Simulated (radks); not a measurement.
Polarisability of neutral vanadium, [Ar] 3d3 4s2, at imaginary frequency. All-electron calculation, non-relativistic Kohn-Sham, LDA (Slater exchange, VWN5 correlation), spin-unpolarised, spherical densities, point nucleus. Program: a radial shooting solver on a logarithmic mesh with Libxc functionals. Response by self-consistent Sternheimer equations with the Hartree and adiabatic LDA kernel.

| w (hartree) | alpha1(iw) (bohr^3) |
|---|---|
| 0.00266 | 81.51 |
| 0.0143 | 80.89 |
| 0.0360 | 77.61 |
| 0.0697 | 68.70 |
| 0.118 | 53.60 |
| 0.186 | 36.65 |
| 0.280 | 22.87 |
| 0.413 | 13.70 |
| 0.605 | 8.126 |
| 0.892 | 4.799 |
| 1.35 | 2.766 |
| 2.12 | 1.474 |
| 3.59 | 0.6650 |
| 6.94 | 0.2251 |
| 17.5 | 0.04630 |

Static values: alpha1 = 81.53 bohr^3 (12.08 angstrom^3; uncoupled 156.6). C6 = 858.6, triple-dipole C9 = 50580 atomic units. One-pole (London) frequency 4 C6 / (3 alpha1^2) = 0.172 hartree, against 0.176 for minus the highest occupied eigenvalue. The dipole shielding factor is 1.000, as the force sum rule N/Z = 1.000 demands. Recommended static value: 87 bohr^3 (Schwerdtfeger and Nagle, 2023 table).

Beside tabulated values, note that spin-unpolarised runs miss the spin-polarisation part of the exchange energy of open shells.
